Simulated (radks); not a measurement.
The numbers below are computed, except where a source is named.
Species: the indium ion In4+. Configuration: [Kr] 4d9. Level of theory: scalar-relativistic Kohn-Sham, PBE, spin-unpolarised, spherical densities, finite nucleus; Fermi nuclear charge, rms radius 4.6156 fm (a radial shooting solver on a logarithmic mesh with Libxc functionals). Some entries of the table are withheld. Estimate them.

orbital  occ.  eigenvalue (eV)  r(max) (bohr)
1s          2              (1)        0.01922
2s          2        -4204.936            (2)
2p          6        -3779.342        0.08692
3s          2        -837.7417         0.3155
3p          6        -698.3471         0.3088
3d         10        -481.9518         0.2582
4s          2              (3)         0.7686
4p          6        -126.0031         0.8137
4d          9              (4)         0.9182

Answer. 
(1) 1s eigenvalue (eV): -27802.40
(2) 2s r(max) (bohr): 0.1086
(3) 4s eigenvalue (eV): -167.8393
(4) 4d eigenvalue (eV): -65.1133
